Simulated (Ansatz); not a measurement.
Total energies of (H2Al-mu-PSiH3)2 (Al2Si4P2H16) from Ansatz at PBE0-D4/def2-TZVP, gas phase (1 Eh = 27.2114 eV = 2625.5 kJ/mol). The reference geometry is relaxed at PBE0-D4/def2-SVP.

| state | geometry | energy (Eh) |
| --- | --- | --- |
| charge 0 singlet | reference | -2334.34999 |
| charge 1 doublet | reference | -2334.03130 |
| charge 1 doublet | relaxed at PBE0-D4/def2-SVP | -2334.04727 |
| free Al atom (doublet) | – | -242.24894 |
| free H atom (doublet) | – | -0.50104 |
| free P atom (quartet) | – | -341.13505 |
| free Si atom (triplet) | – | -289.24943 |

(1) Work out the vertical ionisation energy to the doublet.

(2) How much does the charge 1 doublet relax, and what is the adiabatic ionisation energy?

(3) What is the binding energy per atom against free atoms?

(1) E(charge 1 doublet) − E(charge 0 singlet) = -2334.03130 − (-2334.34999) = 0.31869 Eh = 8.67 eV. For comparison, −ε of the highest occupied level is 7.28 eV at this level, 1.39 eV less.

(2) Relaxation: -2334.03130 − (-2334.04727) = 0.01597 Eh = 0.43 eV. Adiabatic ionisation energy: 0.30272 Eh = 8.24 eV, without zero-point energy. 

(3) Atoms: 2 × (-242.24894) + 16 × (-0.50104) + 2 × (-341.13505) + 4 × (-289.24943) = -2331.78234 Eh. Binding: -2331.78234 − (-2334.34999) = 2.56765 Eh = 69.87 eV, or 2.91 eV for each of 24 atoms (no zero-point energy, no counterpoise term).
